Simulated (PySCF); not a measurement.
Calculations on fluorodihydroxyborane, `FB(O)O`, in the order of a workflow; each names the level of the geometry that it ran on. Settings lines and outputs come from a driver script.

Species: fluorodihydroxyborane, BFH2O2.
SMILES with atom numbers: `[OH:1][B:2]([OH:3])[F:4]` (hydrogens: H5 on O1; H6 on O3)

Step 1: PBE0-D3(BJ)/def2-SVP geometry optimisation, gas phase (PySCF 2.14.0) (from the GFN2-xTB geometry)
```json
{"job": {"xc": "PBE0", "basis": "def2-SVP", "d3": "d3bj", "grid": 1, "kind": "geom"}, "charge": 0, "multiplicity": 1}
```
```
step   0  E = -276.01901710  max force = 0.026111
step   1  E = -276.01947835  max force = 0.007866
step   2  E = -276.01999371  max force = 0.002022
step   3  E = -276.02001429  max force = 0.000214
step   4  E = -276.02001653  max force = 0.000166
optimisation converged
```

Final energy -276.02002 Eh after 4 steps; dipole 1.43 D. Energies in Eh; «max force» is the largest Cartesian gradient component in Eh/bohr.

Step 2: TDDFT CAM-B3LYP/def2-SVPD, vertical, gas phase, core orbitals frozen in the response (PySCF 2.14.0, density-fitted response routines) (on the PBE0-D3(BJ)/def2-SVP geometry)
```json
{"job": {"kind": "uv", "xc": "CAM-B3LYP", "basis": "def2-SVPD", "ip": true}, "charge": 0, "multiplicity": 1}
```
```
...
Static polarisability (au): isotropic 23.533, principal 19.145 23.551 27.904
Singlet excitations
state   eV       nm        f      main configurations
  1   8.3572    148.4   0.00000   H->L 0.91
  2   9.1273    135.8   0.05590   H->L+1 0.52, H-2->L 0.43
  3   9.3278    132.9   0.00306   H-1->L 0.88, H-3->L+1 0.08
  4   9.6633    128.3   0.07922   H-3->L 0.78, H-1->L+1 0.17
  5  10.1432    122.2   0.00001   H-2->L 0.53, H->L+1 0.40
  6  10.4436    118.7   0.00001   H->L+3 0.36, H-2->L+1 0.29, H->L+4 0.25
  7  10.6906    116.0   0.18655   H->L+5 0.58, H->L+2 0.26
  8  10.7678    115.1   0.00072   H-1->L+5 0.49, H-1->L+2 0.46
  9  10.8963    113.8   0.00368   H-1->L+1 0.71, H-3->L 0.18
 10  10.9649    113.1   0.06644   H-3->L+1 0.60, H-1->L+4 0.09
Triplet excitations (Tamm-Dancoff, eV): 8.0823 8.7603 9.0665 9.1183
Vertical ionisation energy (delta-SCF) = 12.7288 eV
```

HOMO -11.36 eV, LUMO 0.36 eV; lowest singlet 8.36 eV; lowest triplet 8.08 eV (Tamm–Dancoff); mean polarisability 23.5 au.

Step 3: delta-SCF UKS SCAN, pcX-2 on the ionised atom, pcseg-1 elsewhere, spin-free X2C (PySCF 2.14.0) (on the PBE0-D3(BJ)/def2-SVP geometry)
```json
{"job": {"kind": "xps"}, "charge": 0, "multiplicity": 1}
```
```
...
ground state, core basis on atom 0 (O), 97 functions
  E(ground) = -276.61422858 Eh
hole in O 1s of atom 0
  E(ion) = -256.77659292 Eh   <S^2> = 0.7607   hole on atom = 1.000   binding energy = 539.810 eV
ground state, core basis on atom 1 (B), 97 functions
  E(ground) = -276.59104291 Eh
hole in B 1s of atom 1
  E(ion) = -269.25641005 Eh   <S^2> = 0.7685   hole on atom = 1.000   binding energy = 199.586 eV
ground state, core basis on atom 3 (F), 97 functions
  E(ground) = -276.63336245 Eh
hole in F 1s of atom 3
  E(ion) = -251.14981523 Eh   <S^2> = 0.7562   hole on atom = 1.000   binding energy = 693.443 eV
```

O1s of O1 539.81 eV; B1s of B2 199.59 eV; F1s of F4 693.44 eV; one atom stands for each set of equivalent ones. SCF cycles are left out; they run on a coarse grid, and E(ground) and E(ion) are re-evaluated on a finer one. The log counts atoms from 0, this text from 1.

Task: Which step took the most CPU time, and about what did each take on one thread of an Arm Neoverse V2, no GPU, shared host?

Result: Step 2, about 57 % of the total. CPU time by step: 1: 5.0 s, 2: 16 s, 3: 7.5 s.

Geometry of the electronic-property runs (PBE0-D3(BJ)/def2-SVP):
```
atom  x, y, z in Å
O1    -1.055   -0.771    0.253
B2    -0.004    0.032   -0.017
O3     1.250   -0.462    0.054
F4    -0.205    1.318   -0.354
H5    -1.896   -0.312    0.174
H6     1.916    0.199   -0.153
```

One conformer stands for the species.
